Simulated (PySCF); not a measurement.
C₃H₄BNO₂, SMILES N1C(=O)CB(C=1)O.

Geometry optimised at PBE0-D3(BJ)/def2-SVP. The structure was generated by enumeration, and PubChem lists no compound with its InChIKey, so it may never have been made. One conformer was computed; it need not be the lowest.

Method: PBE/def2-TZVP (PySCF).

Gas-phase values at a fixed geometry.

```
Item                                                                                                            Value
---------------------------------------------------------------------------------------------  ----------------------
total energy                                                                                       -346.54531 hartree
point group                                                                                                        Cs
highest occupied level                                                                                       -5.79 eV
lowest empty level                                                                                           -3.57 eV
orbital gap                                                                                                   2.22 eV
dipole moment                                                                                                  4.94 D
quadrupole, principal values (traceless, Buckingham form, about the centre of nuclear charge)  -11.61, 4.04, 7.58 D·Å
mean static polarisability                                                                       60.0 bohr³ (8.89 Å³)
polarisability, principal values                                                               38.2, 59.6, 82.1 bohr³
```
